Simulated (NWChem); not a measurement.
System: C$_{2}$H$_{7}$BO$_{2}$; SMILES C(B(O)O)C

The following NWChem deck was run.

```
start job
memory heap 200 mb stack 900 mb global 1100 mb
geometry units angstroms noautoz
  B      0.005314     0.599643    -0.009830
  C     -0.770032    -0.781812    -0.056114
  C      0.110710    -2.036735     0.046810
  H     -1.353061    -0.816134    -0.991130
  H     -1.528518    -0.792343     0.743123
  H      0.662970    -2.055046     0.992772
  H      0.853314    -2.062662    -0.757630
  H     -0.484303    -2.955862    -0.012558
  O      1.371723     0.616342    -0.019988
  H      1.701514     1.528472     0.003820
  O     -0.635874     1.819462     0.031034
  H     -1.598288     1.726850     0.037894
end
basis spherical
  * library def2-svp
end
dft
  xc xpbe96 cpbe96
  iterations 150
  mulliken
end
task dft energy
```

Structure relaxed at the B3LYP/6-31G* (spherical d) level.

Task: Give the results of this calculation. (PBE/def2-SVP.) Quantities: energy (Ha); highest occupied level (eV); orbital gap (eV); dipole (D).

Result: The energy (Ha) is -255.34 and the highest occupied level (eV) is -7.03. The orbital gap (eV) is 7.59 and the dipole (D) is 1.48.
